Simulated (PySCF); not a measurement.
A GIAO shielding run with PySCF 2.14 (density fitting, non-relativistic, gas phase) on `C[C@@H]([SiH3])[C@](C)(C=O)C[SiH3]`, C6H16OSi2:

```
$ OMP_NUM_THREADS=1 python probes_run.py task.json out

{"job": {"kind": "nmr", "xc": "PBE0", "basis": "pcSseg-1"}, "charge": 0, "multiplicity": 1}
C     -1.461886    -0.969734    -1.109322
C     -0.697747     0.239831    -0.580389
Si    -1.888575     1.701420    -0.190445
C      0.241612    -0.117848     0.578638
C     -0.492064    -0.850240     1.718581
C      0.734610     1.149250     1.209113
O      0.197415     2.219276     1.109730
C      1.452807    -0.955988     0.143638
Si     2.525581    -0.168903    -1.221920
H     -0.795437    -1.800271    -1.341468
H     -1.983331    -0.698209    -2.024051
H     -2.206531    -1.311236    -0.394130
H     -0.049419     0.589994    -1.392936
H     -2.319852     1.758519     1.205192
H     -3.113487     1.363730    -0.945181
H     -1.412917     2.961649    -0.743725
H     -1.400061    -0.321191     1.995162
H      0.147100    -0.925796     2.597664
H     -0.753012    -1.857109     1.402842
H      1.641774     1.037402     1.832772
H      2.075055    -1.143604     1.023049
H      1.104725    -1.936308    -0.185587
H      1.980133    -0.463581    -2.547344
H      2.598650     1.277518    -1.008698
H      3.863922    -0.754425    -1.122051
```

Hardware: 1 thread of an Arm Neoverse N1, shared host. The job also computes population analyses, field gradients.

(1) How large is the calculation?

(2) How long does it take, and how much memory does it need?

Answers

(1) 88 electrons, 247 basis functions and 1325 auxiliary functions.

(2) 2.4 min of wall time, with 14 SCF cycles and 5 response iterations; peak memory 1.2 GiB. Times on a shared host scatter by some tens of per cent.
